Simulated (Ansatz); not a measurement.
C2H7NSi2, SMILES [SiH2]([SiH3])CC#N.

Geometry: B3LYP-D3(BJ)/def2-SVP. The structure was generated by enumeration, and PubChem lists no compound with its InChIKey, so it may never have been made. One conformer was computed; it need not be the lowest.

Two levels are set side by side: PBE/def2-SVPD (Ansatz, a quantum-chemistry and plane-wave program) and PBE0/def2-SVPD (Ansatz). Energy differences of separate SCF runs at the same geometry; the states with an electron removed or added have multiplicity 2 and 2. Differences are taken from unrounded values.

```
quantity                             PBE
---------------------------------  -----
vertical ionisation energy (eV)    10.11
vertical singlet–triplet gap (eV)   5.89
```

These are the PBE values. What does PBE0 give? (The exact figures need the calculation; the answer reports its results.)


```
quantity                            PBE0  PBE minus PBE0
---------------------------------  -----  --------------
vertical ionisation energy (eV)    10.44           -0.33
vertical singlet–triplet gap (eV)   6.16           -0.27
```
